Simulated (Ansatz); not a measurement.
Results of the Gaussian-basis code of Ansatz.

Basis-set series for CH4AlClS, SMILES `[CH3][Al]([SH])[Cl]`. The species carries charge 0 and has multiplicity 1. Geometry: relaxed with PBE0-D4/def2-TZVP. It is one conformer, not always the lowest.

| functional | basis | functions | energy (Eh) | HOMO (eV) | LUMO (eV) |
| --- | --- | --- | --- | --- | --- |
| PBE0-D4 | def2-TZVPP | 213 | -1141.06752 | -7.86 | -0.70 |
| PBE0-D4 | def2-QZVPP | 387 | -1141.10297 | -7.89 | -0.75 |
| ωB97M-V | def2-TZVPP | 213 | -1141.43122 | -10.04 | 0.97 |
| ωB97M-V | def2-QZVPP | 387 | -1141.46519 | -10.08 | 0.76 |

**Question.** Give the rows for def2-SVP. (Estimate.)

**Answer.** The calculation gave: 
| functional | basis | functions | energy (Eh) | HOMO (eV) | LUMO (eV) |
| --- | --- | --- | --- | --- | --- |
| PBE0-D4 | def2-SVP | 88 | -1140.64007 | -7.74 | -0.58 |
| ωB97M-V | def2-SVP | 88 | -1141.00386 | -9.87 | 1.17 |

Positive LUMOs are unbound and depend on the basis.
